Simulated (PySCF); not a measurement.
GaH3O. Atoms are numbered in the order given.

```xyz
5

Ga    -0.0052     0.3654     0.0000
H      1.3884     1.0748     0.0000
H     -1.4507     0.9877     0.0000
O      0.1217    -1.4403     0.0000
H     -0.7502    -1.8687     0.0000
```
Charge 0, spin multiplicity 1.

The structure is a stationary point at PBE-D3(BJ)/def2-TZVP.

Calculation: M06-2X/def2-TZVPD in PySCF.

Isolated molecule, no solvent.

- total energy = -2001.88871 hartree
- point group = Cs
- highest occupied level = -9.86 eV
- lowest empty level = -0.76 eV
- orbital gap = 9.10 eV
- dipole moment = 1.69 D
- quadrupole, principal values (traceless, Buckingham form, about the centre of nuclear charge) = -6.67, 2.95, 3.72 D·Å
- mean static polarisability = 34.6 bohr³ (5.12 Å³)
- polarisability, principal values = 28.0, 37.5, 38.2 bohr³
